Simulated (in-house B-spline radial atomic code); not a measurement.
Response of Si III (Si2+) as one setting changes: the radius of a hard wall (bohr). Method: PBE0. A dash marks a strongly mixed or unbound state. A box has no continuum, so excitations may lie above minus the highest level. Computed with a B-spline radial code for spherical atoms: linear response of the closed shell [Ne] 3s2 with the functional's adiabatic kernel; non-relativistic, point nucleus, no spin-orbit coupling, no double excitations, S, P, D and F terms only.

```csv
radius of a hard wall (bohr),lowest 1P (eV),"lowest 3P, Tamm-Dancoff (eV)",minus highest occupied level (eV),α (bohr³)
2.5,3s → 3p 15.271,3s → 3p 9.111,12.679,3.639
3,3s → 3p 13.400,3s → 3p 7.943,22.612,5.49
3.5,3s → 3p 12.075,3s → 3p 7.137,26.669,7.376
4,3s → 3p 11.229,3s → 3p 6.653,28.395,9.02
4.5,?,?,?,?
5.5,3s → 3p 10.280,3s → 3p 6.174,29.560,11.52
6.5,3s → 3p 10.164,3s → 3p 6.129,29.624,11.86
8,3s → 3p 10.137,3s → 3p 6.121,29.632,11.94
10,?,?,?,?
15,3s → 3p 10.135,3s → 3p 6.121,29.632,11.94
```

(1) What belongs in the row for 10?

(2) What belongs in the row for 4.5?

## Answers

(1) lowest 1P (eV): 3s → 3p 10.135; lowest 3P, Tamm-Dancoff (eV): 3s → 3p 6.121; minus highest occupied level (eV): 29.632; α (bohr³): 11.94.

(2) lowest 1P (eV): 3s → 3p 10.722; lowest 3P, Tamm-Dancoff (eV): 3s → 3p 6.383; minus highest occupied level (eV): 29.131; α (bohr³): 10.25.
